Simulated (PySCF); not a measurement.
Geometries of 2 isomers of C2H6N2Si2, from PBE0-D3(BJ)/def2-SVP geometry optimisation, gas phase (PySCF 2.14.0). One conformer each, no zero-point energy, no frequencies.

Problem. Which isomer lies lower at this level?
A.
```xyz
12
angstrom
N      2.143    1.465   -1.784
C      1.956    0.851   -0.819
C      1.700    0.081    0.388
N      0.752   -0.741    0.539
Si    -0.548   -1.186   -0.571
Si    -2.443   -0.075    0.254
H      2.419    0.271    1.206
H     -0.700   -2.665   -0.468
H     -0.270   -0.807   -1.994
H     -2.639   -0.413    1.695
H     -3.648   -0.490   -0.527
H     -2.245    1.400    0.111
```
B.
```xyz
12
angstrom
C      3.120   -0.400   -0.317
C      1.985    0.043   -0.335
Si     0.277    0.725   -0.372
N     -0.933   -0.343   -1.022
Si    -1.797   -0.460    0.492
N     -0.590    0.628    1.134
H      4.121   -0.795   -0.299
H      0.386    2.073   -0.999
H     -1.069   -0.753   -1.934
H     -3.199    0.064    0.476
H     -1.846   -1.820    1.116
H     -0.416    1.009    2.051
```

Solution. B. That is `C#C[SiH]1N[SiH2]N1`, 43.0 kcal/mol below the other.

| SMILES | atoms numbered as above | E (Eh) | relative (kcal/mol) | relative (kJ/mol) | dipole (D) |
| --- | --- | --- | --- | --- | --- |
| C#C[SiH]1N[SiH2]N1 | [CH:1]#[C:2][SiH:3]1[NH:4][SiH2:5][NH:6]1 | -767.55096 | 0.0 | 0.0 | 0.48 |
| N#C/C=N\[SiH2][SiH3] | [N:1]#[C:2]/[CH:3]=[N:4]\[SiH2:5][SiH3:6] | -767.48240 | 43.0 | 180.0 | 1.89 |

As drawn, the lower has a four-membered ring, a C≡C bond and an N–H bond, which the higher lacks; the higher has a C≡N group, a C=N bond and an Si–Si bond, which the lower lacks.
